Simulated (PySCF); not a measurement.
SMILES C(C)[SiH2]C(O)=O, GFN2-xTB optimised geometry. Atoms within 1.6 Å of the plane z = 1.5 Å (x, y, z in Å): C1 (2.56, -0.74, 0.00), C2 (1.03, -0.74, 0.00), Si3 (0.30, 1.01, 0.00), C4 (-1.61, 0.85, 0.09), O6 (-1.98, 0.15, 1.18), H7 (2.94, -0.23, 0.88), H8 (2.95, -1.76, 0.00), H11 (0.68, -1.29, 0.88), H12 (0.71, 1.75, 1.20), H14 (-2.95, 0.08, 1.23).

Computed with CAM-B3LYP/def2-TZVP in PySCF. Cells within 0.4 Å of a nucleus heavier than hydrogen are left out (blank, or x).

Map of the HOMO amplitude (bohr^(-3/2)) on the plane z = 1.5 Å; orbital energy -9.07 eV, overall sign arbitrary:

```
|77777777777777777777777777777|
|77777777777777777777777777777|
|77777777777777777777777777777|
|77777777777777777777777777777|
|77777777777777777777777777777|
|77777777777777777777777777777|
|77777777777777777777777777777|
|77777777766677778877777777777|
|77776666666667789887777777777|
|77766666666666789988777777777|
|77666667776666789988777777777|
|77666667777666788888777777777|
|77666667887666778887777777777|
|76666556556666778887777777777|
|76665543x05666777777776777777|
|76666544225666777777766777777|
|77666655555666777777677777777|
|77666666666667777766777777777|
|77776666666667776666777777777|
|77777666666777766667777777777|
|77777777777777777777777777777|
|77777777777777777777777777777|
|77777777777777777777777777777|
|77777777777777777777777777777|
|77777777777777777777777777777|
|77777777777777777777777777777|
|77777777777777777777777777777|
|77777777777777777777777777777|
|77777777777777777777777777777|
```
Scale: ten equal steps from -0.104 (start of '0') to 0.039 (end of '9'), in the order '0123456789'; x runs from -5.00 to 5.00, y from -5.00 (bottom) to 5.00 (top).
